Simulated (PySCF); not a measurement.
SiFMe3, C3H9FSi.
Geometry (PBE0-D3(BJ)/def2-SVP, Å), atoms numbered from 1 in this order:
```xyz
14
C3H9FSi angstrom
Si     0.006   -0.005    0.424
F      0.030   -0.006    2.065
C      1.783   -0.014   -0.148
H      2.329    0.850    0.263
H      1.844    0.039   -1.246
H      2.301   -0.930    0.177
C     -0.885    1.548   -0.102
H     -1.922    1.550    0.269
H     -0.917    1.639   -1.200
H     -0.381    2.442    0.296
C     -0.907   -1.546   -0.105
H     -1.942   -1.535    0.270
H     -0.414   -2.450    0.284
H     -0.946   -1.626   -1.203
```

Computed, not measured: delta-SCF UKS SCAN, pcX-2 on the ionised atom, pcseg-1 elsewhere, spin-free X2C in PySCF 2.14.0. Vertical ΔSCF values, vacuum level as zero.

Some binding energies are withheld.

```tsv
atom(s)	bonded to	level	binding energy (eV)
C3/C7/C11	3 H and Si	C 1s	290.23
F2	Si	F 1s	?
Si1	F and 3 C	Si 1s	1847.05
Si1	F and 3 C	Si 2p3/2	?
```

Question: Fill in F 1s for F2 (atom 2).

Answer: 691.56 eV (fluorine bonded to Si).

Question: Fill in Si 2p3/2 for Si1.

Answer: 107.10 eV (silicon bonded to 3 C and F), with 2p1/2 at 107.73 eV.

Question: What is the longest wavelength that can ionise F 1s of F2 vertically?

Answer: λ = hc/E = 12398.42 eV Å / 691.56 eV = 17.928 Å.

The first atom of each set that the bonding makes equivalent was ionised and stands for the set. The 2p values aren't plain energy differences: one relaxed spin-free 2p hole is combined with a matrix within the shell (ground-state 2p orbital-energy differences and spin–orbit coupling). 2p3/2, the mean of its two sublevels, lies a third of the splitting below the shell's mean and 2p1/2 two thirds above it; the statistical areas are 2:1. 2p1/2 minus 2p3/2 (ligand field included): Si 0.63 eV. Geometry: PBE0-D3(BJ)/def2-SVP; no solvent, vibrations or thermal averaging.

The run took 57 s of wall time on one thread of an Intel Xeon at 2.50 GHz (shared host), and the process peaked at 0.55 GiB of memory.
